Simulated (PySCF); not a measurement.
Job file and geometry (Å, from GFN2-xTB) of an NMR shielding run on `InChI=1S/C3H9NO2Si2/c4-8(7)3(6)1-2-5/h2,8H,1,4H2,7H3/t8-/m1/s1`, PySCF 2.14.0, density-fitted response routines, GIAO PBE0/pcSseg-1 NMR shielding, non-relativistic, gas phase; density fitting, a coarse starting grid and PySCF grid level 2 are the driver's defaults:

```
$ OMP_NUM_THREADS=1 python probes_run.py task.json out

{"job": {"kind": "nmr", "xc": "PBE0", "basis": "pcSseg-1"}, "charge": 0, "multiplicity": 1}
N      0.749522    -1.116586    -1.066970
Si     0.810121     0.524043    -0.555969
Si     2.584710     0.810763     0.895324
C     -0.834294     0.769512     0.403008
O     -1.183889     1.855803     0.788479
C     -1.709644    -0.469425     0.681067
C     -2.542986    -0.630814    -0.541903
O     -2.179507    -1.180204    -1.551546
H     -0.103112    -1.460744    -1.494390
H      1.549628    -1.525426    -1.521568
H      0.700873     1.546384    -1.614405
H      2.901136     2.225113     1.093262
H      2.358603     0.234042     2.224775
H      3.800217     0.181711     0.367092
H     -1.046184    -1.321646     0.814622
H     -2.329600    -0.285454     1.557017
H     -3.532591    -0.145043    -0.487804
```

**Question.** Write the output of this run.

**Answer.** 
```
coarse grid: 15320 points
cycle   1  E = -902.9587231734  dE =  1.003e+00  |g| = 1.074e+00  |ddm| = 3.723e+00
cycle   2  E = -902.1857329720  dE =  7.730e-01  |g| = 2.260e+00  |ddm| = 2.555e+00
cycle   3  E = -903.1774203390  dE = -9.917e-01  |g| = 2.032e-01  |ddm| = 1.943e+00
cycle   4  E = -903.1845512451  dE = -7.131e-03  |g| = 1.050e-01  |ddm| = 2.410e-01
cycle   5  E = -903.1867080602  dE = -2.157e-03  |g| = 2.823e-02  |ddm| = 1.042e-01
cycle   6  E = -903.1868600109  dE = -1.520e-04  |g| = 1.115e-02  |ddm| = 2.821e-02
cycle   7  E = -903.1868810123  dE = -2.100e-05  |g| = 3.762e-03  |ddm| = 9.280e-03
cycle   8  E = -903.1868836401  dE = -2.628e-06  |g| = 9.015e-04  |ddm| = 3.136e-03
final grid: 139232 points
cycle   9  E = -903.2512272657  dE = -6.515e-06  |g| = 1.527e-02  |ddm| = 2.669e-02
cycle  10  E = -903.2510845515  dE =  1.427e-04  |g| = 3.145e-02  |ddm| = 2.954e-02
cycle  11  E = -903.2512701434  dE = -1.856e-04  |g| = 1.881e-03  |ddm| = 2.081e-02
cycle  12  E = -903.2512707965  dE = -6.531e-07  |g| = 4.146e-04  |ddm| = 1.587e-03
cycle  13  E = -903.2512708279  dE = -3.142e-08  |g| = 1.556e-04  |ddm| = 4.600e-04
cycle  14  E = -903.2512708317  dE = -3.804e-09  |g| = 6.796e-05  |ddm| = 1.423e-04
cycle  15  E = -903.2512708326  dE = -8.588e-10  |g| = 1.713e-05  |ddm| = 6.736e-05
converged SCF energy = -903.2512708326

GIAO shielding tensors (ppm)
atom      isotropic    diamagn.    paramagn.     s11        s22        s33       span
  0 N      252.405     320.059     -67.654    213.918    249.031    294.265     80.347
  1 Si     398.893     881.962    -483.069    339.868    386.667    470.142    130.274
  2 Si     467.644     880.354    -412.711    459.265    462.475    481.192     21.927
  3 C      -54.179     255.697    -309.876   -166.658    -72.165     76.287    242.945
  4 O     -535.332     400.214    -935.546  -1439.621   -498.648    332.272   1771.893
  5 C      114.789     256.408    -141.619     58.525    137.546    148.295     89.771
  6 C      -15.421     248.239    -263.660   -101.701    -41.990     97.428    199.129
  7 O     -362.690     402.065    -764.755  -1004.088   -438.622    354.640   1358.729
  8 H       28.504      32.844      -4.341     19.082     24.034     42.395     23.312
  9 H       31.397      31.258       0.139     23.844     28.000     42.346     18.503
 10 H       26.687      30.124      -3.437     22.975     25.218     31.868      8.893
 11 H       28.405      28.787      -0.382     24.995     25.881     34.339      9.344
 12 H       28.389      29.388      -1.000     25.117     26.637     33.412      8.295
 13 H       28.374      28.737      -0.364     24.951     26.539     33.631      8.679
 14 H       26.243      32.885      -6.642     22.170     26.150     30.409      8.239
 15 H       27.666      31.518      -3.852     25.604     27.197     30.198      4.594
 16 H       22.011      26.763      -4.752     19.543     21.743     24.747      5.204
```

**Question.** Turn these shieldings into chemical shifts. Referencing at the same level of theory: 15N (267.73 ppm) against NH3; 29Si (349.16 ppm) and 13C (186.93 ppm) and 1H (31.72 ppm) vs TMS; 17O (336.08 ppm) against H2O.

**Answer.** Averaging equivalent atoms: N 0: 15.3; Si 1: -49.7; Si 2: -118.5; C 3: 241.1; C 6: 202.3; C 5: 72.1; O 4: 871.4; O 7: 698.8; H 16: 9.71; H 14: 5.47; H 10: 5.03; H 15: 4.05; H 11/12/13: 3.33; H 8/9: 1.77 ppm. Unscaled 17O shifts of doubly bonded oxygen tend to come out too high, by tens of ppm or more. Experimental scales use liquid or dissolved standards, which lie at an offset from isolated NH3 (liquid NH3: subtract about 20 ppm) and H2O (liquid H2O: subtract about 36 ppm).

Size and cost of the density-fitted run: 195 basis functions, 67 s wall time on 1 thread of an Arm Neoverse N1, shared host; peak memory 0.86 GiB.
